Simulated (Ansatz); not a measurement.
`C[CH2][Sn][F]` + `F[Si](F)(Br)Br` → `C[CH2][Sn][Br]` + `F[Si](F)(F)Br` at 298.15 K and 1 bar (redistribution).

Calculated with Ansatz (gas phase, PBE0-D4/def2-TZVP geometries, no zero-point term in ΔE). CCSD(T)/CBS is the MP2 limit (def2-TZVPP, def2-QZVPP) plus CCSD(T) − MP2 in def2-TZVPP, frozen cores. Elements past krypton have def2 core potentials. For Br, Sn outer-core shells are correlated without core-valence functions, which leaves a few kJ/mol of doubt a bond. Scalar relativity is left out up to krypton. One conformer a species, not always the lowest.

| species | CCSD(T)/CBS energy (Eh) | H − E (kJ/mol) | S (J/(mol·K)) |
| --- | --- | --- | --- |
| `C[CH2][Sn][F]` | -392.96747 | 190.6 | 345.7 |
| `F[Si](F)(Br)Br` | -5635.53679 | 42.0 | 346.9 |
| `C[CH2][Sn][Br]` | -2866.51200 | 189.8 | 367.2 |
| `F[Si](F)(F)Br` | -3162.03492 | 45.3 | 319.4 |

H − E and S are ideal-gas, rigid-rotor, harmonic terms from PBE0-D4/def2-TZVP, for one conformer and one mirror image of each species. 1 Eh = 2625.50 kJ/mol, R = 8.31446 J/(mol·K).

Task: By hand: ΔE, ΔH, ΔS and ΔG.

Result: ΔE = (-2866.51200) + (-3162.03492) − (-392.96747) − (-5635.53679) = -0.04266 Eh = -112.0 kJ/mol. Δ(H − E) = 189.8 + 45.3 − 190.6 − 42.0 = 2.5, so ΔH = -109.5 kJ/mol. ΔS = 367.2 + 319.4 − 345.7 − 346.9 = -6.0 J/(mol·K). ΔG = -109.5 − 298.15 × (-6.0)/1000 = -107.7 kJ/mol.

Task: By hand: the equilibrium constant, and the temperature at which ΔG would vanish if ΔH and ΔS stayed fixed.

Result: log₁₀ K = −ΔG/(RT ln 10) = 18.9. ΔG = 0 at ΔH/ΔS = 18250 K, far beyond where these terms or the molecules hold.

The number of gas molecules stays the same, so ΔS is small and ΔH decides. A doubt of 5 kJ/mol in ΔE shifts log₁₀ K by 0.9 here. Other conformers and mirror images would add mixing entropy, several J/(mol·K) or more a flexible species. Modes under 60 cm⁻¹, often nearly free rotors, make the harmonic entropy too high. These are equilibria of isolated gas molecules and say nothing of rates. Largest T1 diagnostic: 0.015 (customary marks: 0.02 for closed shells, 0.045 for open ones).
